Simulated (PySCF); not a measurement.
# Dipole response of In⁻ (indium, charge -1)

[Kr] 4d10 5s2 5p2, high-spin 3P determinant. Computed with PySCF 2.14 in aug-cc-pVQZ-DK3, with the spin-free X2C one-electron Hamiltonian (Gaussian nucleus). Coupled (time-dependent) response in atomic units; α is the mean over directions.

| method | mean α (bohr³) | α xx, yy, zz | C₆ (like pair) | S(−4) |
| --- | --- | --- | --- | --- |
| UHF | 435.8 | 206.6, 550.6, 550.3 | 9278 | 171900 |

S(−4) is the Cauchy moment in α(ω) = α(0) + S(−4) ω² + …

Spin-orbit coupling is absent.

α(iu) at UHF:

```tsv
u (hartree)	α(iu) (bohr³)
0	435.8
0.0500	255.1
0.100	142.9
0.200	62.71
0.300	35.61
0.500	16.72
0.750	9.188
1.00	6.078
1.50	3.431
2.00	2.272
3.00	1.226
5.00	0.5190
```

A single London oscillator, α(iu) = α/(1 + u²/ω²), gives C₆ = (3/4) ω α². Matching the computed C₆ needs ω = 4 × 9278 / (3 × 435.8²) = 0.0651 hartree.

For an ion, C₆ is the dispersion term alone; charge-induced terms of lower order in 1/R come first.

The components differ because the open shell of this determinant is not spherical; for a pure term their mean is the scalar polarisability.
